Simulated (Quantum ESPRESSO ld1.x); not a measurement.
Problem. Radial electron density D(r) = 4 pi r^2 rho(r) of an atom or ion with 37 electrons. All-electron calculation, scalar-relativistic Kohn-Sham, LDA (Slater exchange, VWN5 correlation), spin-polarised, spherical densities, point nucleus. Program: ld1.x of Quantum ESPRESSO 7.5.

```
   r/bohr * D(r) (the largest magnitude, 53.8, reaches the edge; | marks zero)
 0.005243 |         *
 0.007105 |              *
 0.009553 |                     *
  0.01295 |                              *
  0.01741 |                                       *
  0.02359 |                                             *
  0.03197 |                                              *
  0.04298 |                                         *
  0.05826 |                                      *
  0.07832 |                                           *
   0.1061 |                                                     *
   0.1439 |                                                      *
   0.1934 |                                         *
   0.2621 |                               *
   0.3524 |                                     *
   0.4776 |                                     *
   0.6473 |                     *
   0.8703 |         *
    1.179 |      *
    1.586 |     *
    2.149 |  *
    2.889 |*
    3.916 *
    5.307 *
    7.136 *
    9.671 *
       13 *
```

What is the nuclear charge?

Solution. Z = 37. The innermost maximum, from 1s, lies near gamma/Z bohr with gamma = sqrt(1 - (Z/c)^2) = 0.963, here 0.026 bohr (found: 0.0284), and its height grows with Z. The density is that of neutral rubidium in [Kr] 5s1; the configuration itself is not fixed sharply by these data, and Z only to a few units. D(r) has 3 maxima, at r = 0.0284, 0.126, 0.414 bohr, and minima at 0.0583, 0.262 bohr, inside which lie 2.06, 11.01 electrons.
